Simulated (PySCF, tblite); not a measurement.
Species: C5H14OP2Si.
Cartesian coordinates in Å at the GFN2-xTB level; atoms count from 1:
```xyz
23
C5H14OP2Si angstrom
C      3.507    1.397    0.167
C      2.211    0.937    0.776
O      2.086    0.657    1.946
P      0.791    0.899   -0.387
Si     1.379   -1.048   -1.350
C     -0.515    0.267    0.764
P     -1.594   -0.977   -0.083
C     -2.484    0.169   -1.224
C     -2.889   -1.130    1.229
H      3.401    1.544   -0.906
H      3.795    2.338    0.635
H      4.290    0.670    0.374
H      1.408   -2.176   -0.421
H      0.428   -1.252   -2.441
H      2.717   -0.816   -1.904
H     -0.013   -0.204    1.617
H     -1.116    1.107    1.132
H     -3.290   -0.373   -1.717
H     -1.786    0.524   -1.982
H     -2.894    1.021   -0.682
H     -3.717   -1.718    0.837
H     -3.254   -0.153    1.546
H     -2.468   -1.656    2.085
```

Theory: PBE0/pcSseg-1 in PySCF (dipole) on a GFN2-xTB geometry, gas phase.

Masses are those of the commonest isotopes; rigid-rotor values at the optimised geometry. The values belong to one conformer with, in the numbering `[CH3:1][C:2](=[O:3])[P:4]([SiH3:5])[CH2:6][P:7]([CH3:8])[CH3:9]`, C1–C2–P4–Si5 79°, C2–P4–C6–P7 -139°, P4–C6–P7–C8 -71°.

Q: Give the principal moments of inertia and the rotational constants in MHz.

A: Ia = 303.45, Ib = 855.72, Ic = 974.83 u·Å²; 505379 MHz·u·Å²/I gives A = 1665, B = 590.6, C = 518.4 MHz.

Q: What kind of rotor is it?

A: An asymmetric top: κ = (2 × 590.6 − 1665 − 518.4)/(1665 − 518.4) = -0.87.

Q: Is it planar, by Δ = Ic − Ia − Ib?

A: Not planar: Δ = Ic − Ia − Ib = -184.34 u·Å². For a rigid frame Δ = −2 Σ m c², so Σ m c² = 92.17 u·Å² lies off the ab plane: 19.90 from hydrogen and 72.27 from heavier atoms. The atom farthest from that plane is 2.09 Å away.

Q: Where do the levels up to J = 2 lie, in MHz?

A: Above 0(0,0):
J = 1: 1(0,1) 1109, 1(1,1) 2184, 1(1,0) 2256
J = 2: 2(0,2) 3324, 2(1,2) 4330, 2(1,1) 4546, 2(2,1) 7771, 2(2,0) 7774
The levels of one J sum to (2J + 1)J(J + 1)(A + B + C)/3.

Q: Which lines would a microwave search look for?

A: The dipole components are |μa| = 0.66 D, |μb| = 0.72 D, |μc| = 0.92 D. Intensities carry the squares of the components, which stand as 0.51 : 0.61 : 1.00 (a : b : c). Some lines, for components of 0.1 D or more:

```json
{"type": "c", "branch": "Q", "J(Ka,Kc)": "3(1,3) ← 3(0,3)", "MHz": "910", "lower level (cm⁻¹)": "0.221"}
{"type": "a", "branch": "R", "J(Ka,Kc)": "1(0,1) ← 0(0,0)", "MHz": "1109", "lower level (cm⁻¹)": "0.000"}
{"type": "b", "branch": "Q", "J(Ka,Kc)": "1(1,0) ← 1(0,1)", "MHz": "1147", "lower level (cm⁻¹)": "0.037"}
{"type": "a", "branch": "R", "J(Ka,Kc)": "2(1,2) ← 1(1,1)", "MHz": "2146", "lower level (cm⁻¹)": "0.073"}
{"type": "b", "branch": "R", "J(Ka,Kc)": "1(1,1) ← 0(0,0)", "MHz": "2184", "lower level (cm⁻¹)": "0.000"}
{"type": "b", "branch": "R", "J(Ka,Kc)": "2(1,2) ← 1(0,1)", "MHz": "3221", "lower level (cm⁻¹)": "0.037"}
{"type": "c", "branch": "Q", "J(Ka,Kc)": "2(2,1) ← 2(1,1)", "MHz": "3225", "lower level (cm⁻¹)": "0.152"}
{"type": "a", "branch": "R", "J(Ka,Kc)": "3(2,1) ← 2(2,0)", "MHz": "3341", "lower level (cm⁻¹)": "0.259"}
{"type": "b", "branch": "Q", "J(Ka,Kc)": "3(2,2) ← 3(1,3)", "MHz": "3551", "lower level (cm⁻¹)": "0.252"}
{"type": "b", "branch": "R", "J(Ka,Kc)": "2(2,1) ← 1(1,0)", "MHz": "5515", "lower level (cm⁻¹)": "0.075"}
{"type": "c", "branch": "Q", "J(Ka,Kc)": "3(3,1) ← 3(2,1)", "MHz": "5539", "lower level (cm⁻¹)": "0.371"}
{"type": "b", "branch": "Q", "J(Ka,Kc)": "3(3,1) ← 3(2,2)", "MHz": "5557", "lower level (cm⁻¹)": "0.370"}
{"type": "c", "branch": "R", "J(Ka,Kc)": "3(2,2) ← 2(1,2)", "MHz": "6768", "lower level (cm⁻¹)": "0.144"}
{"type": "c", "branch": "R", "J(Ka,Kc)": "3(3,0) ← 2(2,0)", "MHz": "8881", "lower level (cm⁻¹)": "0.259"}
```

Q: Estimate the classical rotational partition function at 100 K, 200 K and 298.15 K.

A: Point group C1, symmetry number σ = 1; q = (√π/σ)·√((kT/h)³/(ABC)), k/h = 20836.6 MHz/K: 236000 at 100 K, 668000 at 200 K, 1220000 at 298.15 K.

Its GFN2-xTB frequencies are all real (lowest 24 cm⁻¹). These are rigid-rotor constants of the computed structure; measured ground-state constants (B0) also hold zero-point vibration. A rigid rotor knows nothing of internal rotation, which can split or shift real lines.
